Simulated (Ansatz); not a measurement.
One change: `CSC1O[SiH2]1` becomes `[SnH3][CH]1O[SiH2]1`.

Ansatz, PBE0-D4/def2-TZVP geometries, multiplicity 1. Each molecule was computed in one conformer, which needn't be the lowest.

Elements past krypton have def2 core potentials.

| property | `CSC1O[SiH2]1` |
| --- | --- |
| LUMO energy (B3LYP/def2-TZVPP) / eV | -0.91 |
| size of the dipole moment (PBE/def2-TZVPP) / D | 0.83 |
| HOMO energy (B3LYP/def2-TZVPP) / eV | -6.40 |
| LUMO energy (PBE/def2-TZVPP) / eV | -1.52 |
| HOMO–LUMO gap (ωB97M-V/def2-TZVPP) / eV | 9.90 |
| HOMO–LUMO gap (PBE/def2-TZVPP) / eV | 3.92 |

Q: Give the same properties after the change, and the shifts. (Estimate.)

A: Computed: 
```csv
property,`[SnH3][CH]1O[SiH2]1`,shift
LUMO energy (B3LYP/def2-TZVPP) / eV,-0.96,-0.05
size of the dipole moment (PBE/def2-TZVPP) / D,1.62,0.79
HOMO energy (B3LYP/def2-TZVPP) / eV,-7.14,-0.74
LUMO energy (PBE/def2-TZVPP) / eV,-1.57,-0.05
HOMO–LUMO gap (ωB97M-V/def2-TZVPP) / eV,10.48,0.58
HOMO–LUMO gap (PBE/def2-TZVPP) / eV,4.57,0.65
```

With PBE0 the HOMO falls by 0.73 eV and the LUMO falls by 0.05 eV, so the gap widens by about 0.68 eV. PBE moves the HOMO by -0.69 eV and ωB97M-V by -0.70 eV. The zero-point energy changes by -50.4 kJ/mol with -3 modes. Dipoles are sizes alone; their direction can turn.

Positive LUMOs are unbound, so they and the gaps depend on the basis.

B3LYP here is the variant with VWN-RPA as its local correlation; programs differ in this.
